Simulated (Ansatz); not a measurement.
Compare A (`COC(=O)c1ccccc1`) with its isomer B (`Cc1cccc(C(=O)O)c1`).

Program: Ansatz. Geometries: PBE0-D4/def2-TZVP. ΔE: electronic, gas phase. CBS: MP2 limit from def2 TZ/QZ plus the TZ coupled-cluster correction, frozen cores. DFT in def2-TZVPP. B3LYP here is the variant with VWN-RPA as its local correlation; programs differ in this. One conformer a species, not always the lowest.

A:

Z-matrix (Å, degrees):
```
C
O 1 1.422
H 1 1.088 2 105.9
H 1 1.091 2 110.6 3 -119.7
H 1 1.091 2 110.6 3 119.7
C 2 1.339 1 115.1 3 -179.8
C 6 1.483 2 112.5 1 180.0
O 6 1.204 2 123.1 1 -0.0
C 7 1.391 6 117.8 2 -179.8
C 7 1.392 6 122.3 2 0.2
C 9 1.384 7 120.1 6 180.0
H 9 1.083 7 118.5 6 0.0
C 10 1.385 7 119.9 6 180.0
H 10 1.082 7 119.6 6 -0.0
C 11 1.388 9 119.9 7 0.0
H 11 1.084 9 120.0 7 -180.0
H 13 1.084 10 119.9 7 -180.0
H 15 1.084 11 120.0 9 180.0
```

B:

```xyz
18

C     0.923   -0.269    2.494
C     0.389   -0.453    1.107
C     0.185   -1.725    0.580
C    -0.282   -1.902   -0.714
C    -0.557   -0.805   -1.508
C    -0.362    0.474   -0.997
C    -0.673    1.624   -1.873
O    -1.082    1.538   -3.002
O    -0.453    2.814   -1.284
C     0.106    0.644    0.302
H     0.623   -1.090    3.148
H     0.570    0.665    2.935
H     2.017   -0.236    2.490
H     0.394   -2.593    1.198
H    -0.435   -2.903   -1.100
H    -0.925   -0.913   -2.521
H    -0.687    3.484   -1.941
H     0.248    1.646    0.687
```

Q: Which isomer does CCSD(T)/CBS put lower? Give the gap. (An estimate is asked.)

A: The calculation gave: B, by 51.8 kJ/mol.

Q: Give E(B) − E(A) in kJ/mol with B2PLYP, LDA (SPW92), B3LYP, HF/def2-TZVPP, PBE-D4, BLYP-D4, ωB97M-V. (Best estimate.)

A: Ansatz gave: B2PLYP -48.8, LDA (SPW92) -56.1, B3LYP -45.9, HF/def2-TZVPP -40.1, PBE-D4 -53.5, BLYP-D4 -46.5, ωB97M-V -51.2. None reverses the order clearly.

Largest T1 diagnostic: 0.013.

Leaving LDA and LC-ωPBE aside and taking each functional with its dispersion term where it has one, the values, not all of them listed here, spread over 8.7 kJ/mol, from PBE-QIDH to BLYP-D4. LDA lies −3.8 kJ/mol from PBE without D4. In def2-TZVPP, CCSD(T) changes the Hartree–Fock value by −10.6 kJ/mol (the triples alone add −0.7 kJ/mol) and MP2 by −17.9 kJ/mol.
